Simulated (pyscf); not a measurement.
**F–GeH₂–GeH₃, singlet**

Gas-phase minimum from PySCF at ωB97X-D3(BJ)/def2-SVP, one conformer. 

```xyz
8

F      0.4337     2.0038    -2.0052
Ge    -0.0946     1.4436    -0.4293
Ge    -0.0326    -0.9555    -0.5294
H      0.8887     2.0455     0.5869
H     -1.5043     2.0204    -0.2257
H     -0.9708    -1.4522    -1.6364
H     -0.4882    -1.5377     0.8179
H      1.3990    -1.4220    -0.8222
```

Bond lengths (Å): F1–Ge2 1.754, Ge2–Ge3 2.402, Ge2–H4 1.537, Ge2–H5 1.537, Ge3–H6 1.534, Ge3–H7 1.537, Ge3–H8 1.534. Angles (°): F1–Ge2–Ge3 105.9, F1–Ge2–H4 106.0, F1–Ge2–H5 106.0, Ge3–Ge2–H4 113.7, Ge3–Ge2–H5 113.8, H4–Ge2–H5 110.6, Ge2–Ge3–H6 109.7, Ge2–Ge3–H7 109.5, Ge2–Ge3–H8 109.6, H6–Ge3–H7 109.2, H6–Ge3–H8 109.6, H7–Ge3–H8 109.2.

Properties at ωB97X-D3(BJ)/def2-SVP:

```
Property                                                                                                                                                                                                          Result
---------------------------------------------------------------------------------------------------------------------  -------------------------------------------------------------------------------------------------
Harmonic wavenumbers, unscaled                                                                                         83, 122, 288, 352, 476, 552, 692, 705, 784, 835, 891, 902, 906, 2182, 2190, 2191, 2198, 2202 cm⁻¹
Zero-point energy                                                                                                                                                                                          26.5 kcal/mol
Rotational symmetry number                                                                                                                                                                                             1
Entropy of this conformer at 298 K and 1 atm, rigid rotor and harmonic oscillator, modes under 100 cm⁻¹ raised to 100                                                                                    334.7 J/(mol K)
Dipole moment                                                                                                                                                                                                     2.12 D
```

Single-point totals, which compare only within one level (frozen core for MP2 and CC):

| level | total energy (hartree) |
|---|---|
| ωB97X-D3(BJ)/def2-TZVP | -4256.86039 |
| PBE/def2-TZVP | -4256.19278 |
| r²SCAN/def2-TZVP | -4256.87029 |
| B3LYP-D3(BJ)/def2-TZVP | -4257.04062 |
| PBE0-D3(BJ)/def2-TZVP | -4256.31145 |
| M06-2X/def2-TZVP | -4256.89027 |
| ωB97M-D3(BJ)/def2-TZVP | -4256.98428 |
| HF/def2-TZVPP | -4253.16294 |
| MP2/def2-TZVPP | -4253.93860 |
| CCSD/def2-TZVPP | -4253.96027 |
| CCSD(T)/def2-TZVPP | -4253.98569 |

Soft torsions are taken as harmonic, which can shift the entropy by several J/(mol K). The CCSD(T) − MP2 part came from Ansatz, without density fitting, on the same reference. The frozen core leaves the outer d or s,p core shells of the metals and heavy elements correlated in the MP2 and CC values, and def2-TZVPP describes them poorly, so these totals are far from the basis limit. Elements up to Kr have no core potential and no relativistic terms here.
